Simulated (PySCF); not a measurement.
Spectrum to structure. Computed with TDDFT B3LYP/def2-SVPD, vertical, gas phase, core orbitals frozen in the response in PySCF 2.14.0, density-fitted response routines. Geometries: PBE0-D3(BJ)/def2-SVP, one conformer each.

| state | λ (nm) | f |
| --- | --- | --- |
| S1 | 213.1 | 0.0001 |
| S2 | 207.6 | 0.011 |
| S3 | 207.3 | 0.0017 |
| S4 | 184.8 | 0.0082 |
| S5 | 183.5 | 0.0022 |
| S6 | 177.6 | 0.157 |
| S7 | 175.2 | 0.024 |
| S8 | 174.0 | 0.021 |
| S9 | 173.2 | 0.0040 |
| S10 | 170.7 | 0.0026 |

Triplets computed (Tamm–Dancoff): 4.87, 5.27, 5.27, 5.83 eV.

Question: Which structure fits? All have the formula C5H14Si3.
A. `[SiH2](C)[C@H]([SiH3])[SiH2]C#CC`
B. `C=C[SiH]1C[SiH2]C[SiH2]C1`
C. `C=C[Si]([SiH3])([SiH3])C1CC1`

Answer: A. Its S1 lies at 5.82 eV; the nearest of the others has S1 at 5.52 eV. S1 is HOMO-1→LUMO (53%), HOMO→LUMO+1 (28%). Löwdin shares by element: HOMO carbon 80% or more (atoms not listed hold the other 20%); LUMO carbon 34% or more, silicon 26% or more (atoms not listed hold the other 41%). At the same level the other candidates give, for their lowest levels:
- `C=C[SiH]1C[SiH2]C[SiH2]C1`: 201 nm (f 0.022); 189 nm (f 0.110); 181 nm (f 0.211); 177 nm (f 0.060); 174 nm (f 0.023); T1 4.27 eV; HOMO -7.54, LUMO -0.65 eV
- `C=C[Si]([SiH3])([SiH3])C1CC1`: 224 nm (f 0.050); 209 nm (f 0.032); 200 nm (f 0.110); 197 nm (f 0.117); 194 nm (f 0.057); T1 4.14 eV; HOMO -7.12, LUMO -0.87 eV

Shape of the structure used: `[CH3:1][C:2]#[C:3][SiH2:4][C@@H:5]([SiH3:6])[SiH2:7][CH3:8]`: C3–Si4–C5–Si6 166°, Si4–C5–Si7–C8 63°.
